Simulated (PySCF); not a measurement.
The numbers below are computed, except where a source is named.
**MgSiH3O2**

The system: MgSiH3O2, a small molecule (built as: end group OSiH2); neutral, doublet. The structure, one conformer, was relaxed in the gas phase by PBE0-D3(BJ)/def2-SVP. No frequency run checks that it is a minimum.

SMILES: [OH][Mg][O][SiH2]

```xyz
7

O     1.889    2.274   -0.613
Mg    0.730    0.994   -0.294
O    -0.444   -0.329    0.040
Si   -1.598   -1.463    0.288
H     2.479    2.993   -0.807
H    -1.782   -1.744    1.757
H    -1.244   -2.759   -0.395
```
Atoms count from 1 in this order.

EPR values by unrestricted B3LYP, IGLO-III on O Si, def2-TZVP-core on Mg, pcH-1 on H (-core: s and p functions uncontracted, three tight s functions added).

**Question.** Predict g and the largest hyperfine couplings. Where does the spin sit?

**Answer.** g = 2.0015, 2.0020, 2.0038. The spin sits on Si4 (84 %, bonded to 1 O + 2 H) by Mulliken populations.
| atom | isotope | isotropic (MHz) | dipolar, principal values (MHz) |
| --- | --- | --- | --- |
| Si4 | 29Si | -596.3 | -140.0, 70.0, 70.0 |
| H6 | 1H | 102.3 | -7.8, 0.1, 7.7 |
| H7 | 1H | 102.2 | -7.8, 0.1, 7.7 |
| O3 | 17O | -31.7 | -31.8, 15.4, 16.4 |
| Mg2 | 25Mg | -1.8 | -0.5, 0.1, 0.3 |
| H5 | 1H | 0.1 | -0.4, -0.3, 0.7 |

**Question.** How do the isotropic couplings move with BHandHLYP?

**Answer.** Si4 -596.3 to -625.8 MHz, H6 102.3 to 104.3 MHz, H7 102.2 to 104.3 MHz, O3 -31.7 to -36.8 MHz.
